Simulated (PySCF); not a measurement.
## Spinor energies of Sb²⁺ (antimony, charge +2)

Start: [Kr] 4d10 5s2 5p1; 5p3/2 filled at m_j = +3/2. Calculated with PySCF 2.14 in x2c-TZVPall-2c: generalised Hartree-Fock with the X2C-1e Hamiltonian and a Gaussian nucleus; one run each with spin-orbit coupling (SO) switched off, then screened by Boettger's factors. This is a chosen level, not necessarily the ground level.

```
spinor shell  electrons  ε, spin-free (eV)  ε, screened SO (eV)  weight of nominal j (screened SO)  rms radius, screened SO (bohr)
       1s1/2          2           -30662.9             -30660.0                              1.000                          0.0325
       2s1/2          2            -4777.0              -4776.2                              1.000                           0.133
       2p1/2          2            -4283.4              -4458.3                              1.000                           0.115
       2p3/2          4            -4283.4              -4204.0                              1.000                           0.120
       3s1/2          2            -992.24              -992.11                              1.000                           0.352
       3p1/2          2            -827.38              -860.70                              1.000                           0.345
       3d3/2          4            -576.48              -582.36                              1.000                           0.329
       3d5/2          6            -576.48              -572.52                              1.000                           0.332
       4s1/2          2            -194.85              -194.91                              1.000                           0.843
       4p1/2          2            -141.88              -148.12                              1.000                           0.894
       4p3/2          4            -141.88              -139.18                              1.000                           0.922
       4d3/2          4            -62.533              -63.403                              0.993                            1.10
       4d5/2          6            -62.533              -62.081                              0.996                            1.11
       5s1/2          2            -32.889              -32.933                              0.999                            2.27
       5p3/2          1            -24.239              -23.978                              1.000                            2.75
```

(1) Where does 3p3/2 lie, and what is the 3p spin-orbit splitting (screened SO)?

```csv
quantity,spin-free,screened SO
E (hartree),-6476.25489,-6477.90591
M_J,3/2,3/2
⟨J²⟩,3.759,3.758
⟨L²⟩,2.006,2.025
⟨S²⟩,0.752,0.771
```

Each row is a mean over spinors that exchange with the open shell spreads, by up to 2.289 eV (5s1/2).

Breit and QED terms are absent; they matter most for the inner s and p1/2 levels.

Densities and radii are taken from the X2C orbitals without a picture-change correction, which distorts them close to the nucleus.

Without spin-orbit coupling the j labels of p, d and f shells carry no meaning; the spin-free column gives the mean over the occupied spinors of each nl shell.

Results:

(1) At -812.29 eV, 48.410 eV above 3p1/2.
